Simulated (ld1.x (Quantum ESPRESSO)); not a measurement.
phosphorus: variants of one TM potential

Base potential:

- Element: P (Z = 15)
- Generator: ld1.x (Quantum ESPRESSO) 7.5
- Type: norm-conserving Troullier–Martins (Kleinman–Bylander form)
- Functional: PBE
- Relativity: non-relativistic
- Frozen core: [Ne]
- Valence charge: 5
- Reference configuration: 3s2 3p2.5 (charge +0.5)
- Partial waves: 3s (bound): rc 1.75 bohr; 3p (bound): rc 2.00 bohr
- Local potential: all-electron potential smoothed inside 1.35 bohr (lloc = -1)
- Core correction: Bessel-smoothed model core inside 1.65 bohr

Cutoffs, loose and tight: the cutoffs (Ry, on a coarse ladder) from which the occupation-weighted sum of valence levels, in a spherical-Bessel basis at the reference potential, stays within 10 and 1 mRy of its value at 400 Ry. They do not see the model core or the augmentation charge, which bear on the density cutoff. Test errors are all-electron minus pseudo excitation energies from the reference, over the configurations 3s2 3p3; 3s2 3p2; 3s2 3p1; 3s0 3p5; 3s1 3p0; 3s1 3p3; 3s1 3p4. A dash means not determined; rows that change the core or the reference have their own tests. The largest error is taken over the tests solved by every variant that gives reliable tests at all: 3s0 3p5; 3s1 3p3; 3s1 3p4; 3s2 3p1; 3s2 3p2; 3s2 3p3.

A true bound ghost makes a file unfit for plane-wave use even where its test errors are small: the radial tests pick states by their node count and pass the ghost by.

```csv
change,outcome,"cutoff, loose","cutoff, tight",bound ghosts,largest test error (meV)
base,generated,18 Ry,45 Ry,none,+16
"all radii but the core radius scaled by about 0.79 (s 1.38, p 1.58 bohr); local potential all-electron potential smoothed inside 1.08 bohr (lloc = -1)",generated,18 Ry,50 Ry,s,-23
"all radii but the core radius scaled by about 0.84 (s 1.48, p 1.68 bohr); local potential all-electron potential smoothed inside 1.14 bohr (lloc = -1)",generated,21 Ry,50 Ry,none,+20
"all radii but the core radius scaled by about 1.06 (s 1.86, p 2.12 bohr); local potential all-electron potential smoothed inside 1.42 bohr (lloc = -1)",generated,18 Ry,40 Ry,none,+17
"all radii but the core radius scaled by about 1.16 (s 2.02, p 2.32 bohr); local potential all-electron potential smoothed inside 1.56 bohr (lloc = -1)",generated,15 Ry,35 Ry,none,-23
"all radii but the core radius scaled by about 1.27 (s 2.22, p 2.54 bohr); local potential all-electron potential smoothed inside 1.72 bohr (lloc = -1)",generated,12 Ry,30 Ry,none,-44
"all radii but the core radius scaled by about 1.37 (s 2.40, p 2.74 bohr); local potential all-electron potential smoothed inside 1.86 bohr (lloc = -1)",generated,12 Ry,25 Ry,none,-68
```

Reading the sweep of the scale of all radii but the core radius (base = 1) (base included, trends over the rows without a ghost): The loose cutoff falls from 21 Ry at 0.84 to 12 Ry at 1.37. A larger radius leaves more room for a smooth pseudo-wave, so fewer plane waves are needed; a smaller one forces it to follow the all-electron wave where it bends sharply. The median size of the test errors (rows with all tests solved) rises from 1.9 meV at 0.84 to 20.3 meV at 1.37. More of the atom is replaced by a form fitted at one configuration, so other configurations suffer as the radius grows. Bound ghosts are found at 0.79.
